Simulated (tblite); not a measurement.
C8H7NS.
Geometry (GFN2-xTB, Å), atoms numbered from 1 in this order:
```
atom  x, y, z in Å
N1     2.4026   -1.2680    0.0613
C2     1.6500   -0.1062    0.0096
C3     2.1551    1.1528    0.0264
S4     0.9398    2.3942    0.0735
C5    -0.3171    1.1942    0.0510
C6    -1.6850    1.4232    0.0628
C7    -2.5332    0.3361    0.0466
C8    -2.0271   -0.9631    0.0225
C9    -0.6691   -1.1918    0.0087
C10    0.2107   -0.1095    0.0215
H11    3.3715   -1.1507   -0.1936
H12    1.9721   -2.0667   -0.3794
H13    3.1871    1.4437    0.0323
H14   -2.0670    2.4322    0.0837
H15   -3.6015    0.4914    0.0535
H16   -2.7115   -1.7984    0.0152
H17   -0.2843   -2.2014   -0.0056
```

Structure optimised with GFN2-xTB, isolated species.

Masses are those of the commonest isotopes; rigid-rotor values at the optimised geometry. 

Q: What are A, B and C (MHz)?

A: Ia = 270.06, Ib = 417.30, Ic = 686.89 u·Å²; 505379 MHz·u·Å²/I gives A = 1871, B = 1211, C = 735.7 MHz.

Q: What kind of rotor is it?

A: An asymmetric top. Ray's parameter κ = (2B − A − C)/(A − C) = -0.163; −1 is the prolate and +1 the oblate limit.

Q: What does the inertial defect say?

A: Not planar: Δ = Ic − Ia − Ib = -0.47 u·Å². For a rigid frame Δ = −2 Σ m c², so Σ m c² = 0.23 u·Å² lies off the ab plane: 0.17 from hydrogen and 0.06 from heavier atoms. The atom farthest from that plane is 0.37 Å away.

Q: Where do the levels up to J = 5 lie, in MHz?

A: Above 0(0,0):
J = 1: 1(0,1) 1947, 1(1,1) 2607, 1(1,0) 3082
J = 2: 2(0,2) 5661, 2(1,2) 6025, 2(1,1) 7451, 2(2,1) 9432, 2(2,0) 9612
J = 3: 3(0,3) 10905, 3(1,3) 11056, 3(1,2) 13861, 3(2,2) 15273, 3(2,1) 16049, 3(3,1) 19860, 3(3,0) 19906
J = 4: 4(0,4) 17580, 4(1,4) 17631, 4(1,3) 22091, 4(2,3) 22915, 4(2,2) 24794, 4(3,2) 27909, 4(3,1) 28202, 4(4,1) 33980, 4(4,0) 33990
J = 5: 5(0,5) 25693, 5(1,5) 25709, 5(1,4) 31870, 5(2,4) 32255, 5(2,3) 35682, 5(3,3) 37931, 5(3,2) 38898, 5(4,2) 44109, 5(4,1) 44191, 5(5,1) 51830, 5(5,0) 51832
The levels of one J sum to (2J + 1)J(J + 1)(A + B + C)/3.

Its GFN2-xTB frequencies are all real (lowest 138 cm⁻¹). Constants of a rigid frame at the computed geometry: no zero-point averaging, no centrifugal distortion.
